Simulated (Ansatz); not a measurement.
Ir, multiplicity 8 (another spin typed on purpose, not shown lowest) (core potentials on Ir); PBE/def2-SVP run with Ansatz (a first-principles code).

The Ansatz input:
Ansatz 0.2 input:
```yaml
crystal:
  periodic: [false, false, false]
  atoms:
    - {symbol: Ir, position_ang: [0.00000000, 0.00000000, 0.00000000]}
basis:
  gaussian:
    orbitals: def2-SVP
hamiltonian:
  xc: pbe
magnetization: {spin_polarized: true, initial_magnetization: 7}
```

Q: Write the output that Ansatz gives for this input, abridged.

A: 
```
Functional definition: PBE
294 factors; their error is unknown
mean field evaluation 1: about -2824.6328 eV, gradient 1.4e1 eV
mean field evaluation 2: about -2825.0104 eV, gradient 1.3e1 eV
mean field evaluation 4: about -2825.6717 eV, gradient 5.3e0 eV
mean field evaluation 8: about -2825.9550 eV, gradient 2.6e0 eV
mean field evaluation 16: about -2826.0447 eV, gradient 1.7e-2 eV
mean field evaluation 32: about -2824.6328 eV, gradient 1.4e1 eV
mean field evaluation 64: about -2825.9705 eV, gradient 1.4e-6 eV
mean field evaluation 96: about -2826.0447 eV, gradient 4.1e-5 eV
mean field evaluation 128: about -2825.7464 eV, gradient 4.4e-1 eV
mean field evaluation 160: about -2826.0496 eV, gradient 8.3e-2 eV
mean field evaluation 192: about -2825.9912 eV, gradient 3.8e-1 eV
mean field evaluation 224: about -2826.0340 eV, gradient 4.4e-1 eV
mean field -2826.04467277 eV, -103.8552261626 hartree, gradient 3.9e-6 eV, S^2 15.750436; 19 other end points of the search recorded, 0 dependent functions left out
reference -2826.04469494 eV, -103.8552269771 hartree; 12, 5 occupied and 20, 27 virtual orbitals, 294 factors
Total energy: -2826.04469494 eV, -103.8552269771 hartree
```
